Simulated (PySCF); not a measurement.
H9N3Si3.
InChI=1S/H9N3Si3/c1-4-2-6-3-5-1/h1-3H,4-6H2

A linear-response calculation (PySCF, def2-SVPD basis, gas phase, vertical, core orbitals frozen in the response) gave these numbers; the functional is withheld.

Orbital energies (eV): HOMO-3 -9.15, HOMO-2 -7.85, HOMO-1 -7.15, HOMO -7.00, LUMO -0.05, LUMO+1 0.22, LUMO+2 0.29.

```tsv
state	E (eV)	f	main configurations (H = HOMO, L = LUMO)
S1	6.05	0.0005	H→L (98%)
S2	6.14	0.017	H-1→L (95%)
S3	6.22	0.023	H→L+1 (86%), H-1→L+2 (11%)
S4	6.31	0.0080	H→L+2 (71%), H-1→L+1 (25%)
S5	6.58	0.0019	H-1→L+2 (69%), H-1→L+1 (12%), H→L+1 (9%)
S6	6.59	0.0080	H-1→L+1 (58%), H→L+2 (21%), H-1→L+2 (15%)
```

Triplets, Tamm–Dancoff:

| state | E (eV) | λ (nm) | main configurations (H = HOMO, L = LUMO) |
| --- | --- | --- | --- |
| T1 | 5.90 | 210.2 | H-1→L (70%), H→L+2 (11%), H-1→L+1 (11%) |
| T2 | 5.94 | 208.6 | H→L (92%) |
| T3 | 5.98 | 207.4 | H→L+1 (71%), H-1→L+2 (19%) |
| T4 | 6.00 | 206.7 | H→L+2 (61%), H-1→L (16%), H-1→L+1 (12%) |

Vertical ionisation energy by ΔSCF with the same functional: 8.93 eV. Mean static polarisability: 96.4 au.

**Question.** Name the functional.
A. B3LYP
B. HF
C. wB97X-D
D. PBE

**Answer.** A. B3LYP is a global hybrid with 20% exact exchange. In this run −ε(HOMO) = 7.00 eV differs from the ΔSCF value by -1.93 eV, and S1 differs from the orbital gap of 6.95 eV by -0.90 eV. The ratio −ε(HOMO)/IP is 0.78. Usual ranges for neutral molecules in this basis: 0.67 to 0.83 with B3LYP, 0.5 to 0.7 with PBE, 0.89 to 0.99 with wB97X-D; Hartree–Fock can't fall below 1, since the ion's relaxation only lowers the ΔSCF value.

Method: PySCF, TDDFT B3LYP/def2-SVPD, vertical, gas phase, core orbitals frozen in the response. Isolated species at its PBE0-D3(BJ)/def2-SVP geometry (one conformer only).

Time: 3.7 min. Hardware: one thread, Arm Neoverse V1, shared host.
